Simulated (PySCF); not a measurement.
CH$_{3}$Li, charge +1, doublet, at a GFN2-xTB geometry (such geometries of metal compounds can be far from the true shape) (a state made from the parent by changing its charge; the spin is typed, not shown lowest); HF/def2-SVP in PySCF.

Input for PySCF:
```python
from pyscf import gto, scf

mol = gto.M(
    atom='''
Li   -1.194380   -0.710977   -1.047513
C     0.349928    0.208301    0.306899
H     0.764664   -0.671145    0.781027
H    -0.266656    0.842739    0.929427
H     0.985565    0.711531   -0.409308
''',
    basis='def2-svp',
    charge=1,
    spin=1,
    verbose=4,
)

mf = scf.UHF(mol)
mf.kernel()
mf.analyze()
```

**Question.** What does PySCF print? Leave out banner, timings and long lists.

**Answer.** 
```
PySCF version 2.14.0

[INPUT] verbose = 4
[INPUT] num. atoms = 5
[INPUT] num. electrons = 11
[INPUT] charge = 1
[INPUT] spin (= nelec alpha-beta = 2S) = 1
[INPUT] symmetry False subgroup None
[INPUT] Mole.unit = angstrom
[INPUT] Symbol           X                Y                Z      unit          X                Y                Z       unit  Magmom
[INPUT]  1 Li    -1.194380000000  -0.710977000000  -1.047513000000 AA   -2.257051088658  -1.343551810865  -1.979512681922 Bohr   0.0
[INPUT]  2 C      0.349928000000   0.208301000000   0.306899000000 AA    0.661268083317   0.393631841473   0.579955057903 Bohr   0.0
[INPUT]  3 H      0.764664000000  -0.671145000000   0.781027000000 AA    1.445005537314  -1.268280239871   1.475927125891 Bohr   0.0
[INPUT]  4 H     -0.266656000000   0.842739000000   0.929427000000 AA   -0.503906809472   1.592545904490   1.756362482776 Bohr   0.0
[INPUT]  5 H      0.985565000000   0.711531000000  -0.409308000000 AA    1.862447927957   1.344598719138  -0.773480020593 Bohr   0.0

nuclear repulsion = 15.6786483164319
number of shells = 20
number of NR pGTOs = 61
number of NR cGTOs = 38
basis = def2-svp
ecp = {}

******** <class 'pyscf.scf.uhf.UHF'> ********
method = UHF
initial guess = minao
damping factor = 0
level_shift factor = 0
DIIS = <class 'pyscf.scf.diis.CDIIS'>
diis_start_cycle = 1
diis_space = 8
diis_damp = 0
SCF conv_tol = 1e-09
SCF conv_tol_grad = None
SCF max_cycles = 50
direct_scf = True
direct_scf_tol = 1e-13
number electrons alpha = 6  beta = 5
Set gradient conv threshold to 3.16228e-05
init E= -46.7703838503377

cycle= 1 E= -46.7487084145882  delta_E= 0.0217  |g|= 0.191  |ddm|= 1.24
cycle= 2 E= -46.7805238746471  delta_E= -0.0318  |g|= 0.072  |ddm|= 0.256
cycle= 3 E= -46.7839559779552  delta_E= -0.00343  |g|= 0.0202  |ddm|= 0.0909
cycle= 4 E= -46.784614024868  delta_E= -0.000658  |g|= 0.00765  |ddm|= 0.0466
cycle= 5 E= -46.7847364025857  delta_E= -0.000122  |g|= 0.00304  |ddm|= 0.0222
cycle= 6 E= -46.784756184051  delta_E= -1.98e-05  |g|= 0.000677  |ddm|= 0.00938
cycle= 7 E= -46.7847570978465  delta_E= -9.14e-07  |g|= 0.000222  |ddm|= 0.00203
cycle= 8 E= -46.7847571999418  delta_E= -1.02e-07  |g|= 5.18e-05  |ddm|= 0.000664
cycle= 9 E= -46.7847572046498  delta_E= -4.71e-09  |g|= 1.02e-05  |ddm|= 0.000132
cycle= 10 E= -46.7847572048057  delta_E= -1.56e-10  |g|= 2.98e-06  |ddm|= 2.14e-05
Extra cycle  E= -46.7847572048175  delta_E= -1.18e-11  |g|= 1.57e-06  |ddm|= 5.22e-06
converged SCF energy = -46.7847572048175  <S^2> = 0.7569871  2S+1 = 2.0069749
**** SCF Summaries ****
Total Energy =                         -46.784757204817510
Nuclear Repulsion Energy =              15.678648316431874
One-electron Energy =                  -90.544443148421095
Two-electron Energy =                   28.081037627171707
Two-electron Coulomb Energy =           35.943795966018833
DFT Exchange-Correlation Energy =       -7.862758338847126
**** MO energy ****
                             alpha | beta                alpha | beta
MO #1   energy= -11.4604171076775  | -11.4388439695374  occ= 1 | 1
MO #2   energy= -2.74992639964828  | -2.74555912508728  occ= 1 | 1
MO #3   energy= -1.15591287457829  | -1.06990740811748  occ= 1 | 1
MO #4   energy= -0.788097757116147 | -0.77166620162921  occ= 1 | 1
MO #5   energy= -0.788097560919462 | -0.771666002990771 occ= 1 | 1
MO #6   energy= -0.6422740524411   | -0.17630363068324  occ= 1 | 0
MO #7   energy= -0.160245595883957 | -0.127176206095701 occ= 0 | 0
MO #8   energy= -0.0875882442508465 | -0.0817080164537102 occ= 0 | 0
MO #9   energy= -0.087588238659487 | -0.0817080107429733 occ= 0 | 0
MO #10  energy= -0.05384276521192  | -0.0523388218363103 occ= 0 | 0
MO #11  energy= -0.0014198957737821 | 0.0278175860238994 occ= 0 | 0
MO #12  energy= 0.0855394926576052 | 0.100678193567995  occ= 0 | 0
MO #13  energy= 0.0916310476028857 | 0.100678254620594  occ= 0 | 0
MO #14  energy= 0.0916311146483228 | 0.127422028002306  occ= 0 | 0

To work with the spin densities directly, `use mulliken_meta_spin()` only printing them here.

 ** Mulliken spin pop alpha/beta on meta-lowdin orthogonal AOs **
 ** Mulliken Spin Density (per AO)  **
spin_pop of  0 Li 1s        0.00002
spin_pop of  0 Li 2s        0.03867
spin_pop of  0 Li 3s        0.00103
spin_pop of  0 Li 2px       0.00253
spin_pop of  0 Li 2py       0.00090
spin_pop of  0 Li 2pz       0.00194
spin_pop of  0 Li 3px       0.00303
spin_pop of  0 Li 3py       0.00110
spin_pop of  0 Li 3pz       0.00234
spin_pop of  1 C 1s       -0.00001
spin_pop of  1 C 2s        0.07783
spin_pop of  1 C 3s        0.00337
spin_pop of  1 C 2px       0.44060
spin_pop of  1 C 2py       0.17700
spin_pop of  1 C 2pz       0.34637
spin_pop of  1 C 3px       0.00335
spin_pop of  1 C 3py       0.00099
spin_pop of  1 C 3pz       0.00250
spin_pop of  1 C 3dxy     -0.00020
spin_pop of  1 C 3dyz     -0.00018
spin_pop of  1 C 3dz^2     0.00002
spin_pop of  1 C 3dxz     -0.00037
spin_pop of  1 C 3dx2-y2   -0.00003
spin_pop of  2 H 1s       -0.03444
spin_pop of  2 H 2s        0.00023
spin_pop of  2 H 2px      -0.00015
spin_pop of  2 H 2py       0.00024
spin_pop of  2 H 2pz      -0.00015
spin_pop of  3 H 1s       -0.03444
spin_pop of  3 H 2s        0.00023
spin_pop of  3 H 2px       0.00029
spin_pop of  3 H 2py      -0.00015
spin_pop of  3 H 2pz      -0.00021
spin_pop of  4 H 1s       -0.03444
spin_pop of  4 H 2s        0.00023
spin_pop of  4 H 2px      -0.00024
spin_pop of  4 H 2py      -0.00012
spin_pop of  4 H 2pz       0.00029
 ** Mulliken Spin Density (per atom)  **
spin density of  0 Li =      0.05157
spin density of  1 C =      1.05123
spin density of  2 H =     -0.03427
spin density of  3 H =     -0.03427
spin density of  4 H =     -0.03427
 ** Mulliken pop alpha/beta on meta-lowdin orthogonal AOs **
 ** Mulliken pop       alpha | beta **
pop of  0 Li 1s        0.99987 | 0.99985
pop of  0 Li 2s        0.05069 | 0.01202
pop of  0 Li 3s        0.00110 | 0.00007
pop of  0 Li 2px       0.00260 | 0.00007
pop of  0 Li 2py       0.00093 | 0.00003
pop of  0 Li 2pz       0.00200 | 0.00006
pop of  0 Li 3px       0.00307 | 0.00003
pop of  0 Li 3py       0.00114 | 0.00004
pop of  0 Li 3pz       0.00238 | 0.00004
pop of  1 C 1s        0.99998 | 0.99998
pop of  1 C 2s        0.59281 | 0.51498
pop of  1 C 3s        0.00480 | 0.00143
pop of  1 C 2px       0.73652 | 0.29592
pop of  1 C 2py       0.64146 | 0.46447
pop of  1 C 2pz       0.70254 | 0.35617
pop of  1 C 3px       0.00490 | 0.00156
pop of  1 C 3py       0.00277 | 0.00178
pop of  1 C 3pz       0.00414 | 0.00164
pop of  1 C 3dxy      0.00089 | 0.00110
pop of  1 C 3dyz      0.00102 | 0.00120
pop of  1 C 3dz^2     0.00014 | 0.00012
pop of  1 C 3dxz      0.00099 | 0.00136
pop of  1 C 3dx2-y2    0.00031 | 0.00034
pop of  2 H 1s        0.40737 | 0.44181
pop of  2 H 2s        0.00576 | 0.00553
pop of  2 H 2px       0.00020 | 0.00035
pop of  2 H 2py       0.00075 | 0.00051
pop of  2 H 2pz       0.00023 | 0.00039
pop of  3 H 1s        0.40737 | 0.44181
pop of  3 H 2s        0.00576 | 0.00553
pop of  3 H 2px       0.00044 | 0.00015
pop of  3 H 2py       0.00037 | 0.00052
pop of  3 H 2pz       0.00038 | 0.00058
pop of  4 H 1s        0.40737 | 0.44181
pop of  4 H 2s        0.00576 | 0.00553
pop of  4 H 2px       0.00040 | 0.00064
pop of  4 H 2py       0.00024 | 0.00035
pop of  4 H 2pz       0.00055 | 0.00025
In total             6.00000 | 5.00000
 ** Mulliken atomic charges   ( Nelec_alpha | Nelec_beta ) **
charge of  0Li =      0.92401  (     1.06378      1.01221 )
charge of  1C =     -0.33531  (     3.69327      2.64204 )
charge of  2H =      0.13710  (     0.41432      0.44859 )
charge of  3H =      0.13710  (     0.41432      0.44859 )
charge of  4H =      0.13710  (     0.41432      0.44859 )

WARN: System has nonzero charge 1; the dipole moment is origin-dependent.
Location of origin: [0. 0. 0.]

Dipole moment(X, Y, Z, Debye): -4.64629, -2.76579, -4.07496
```
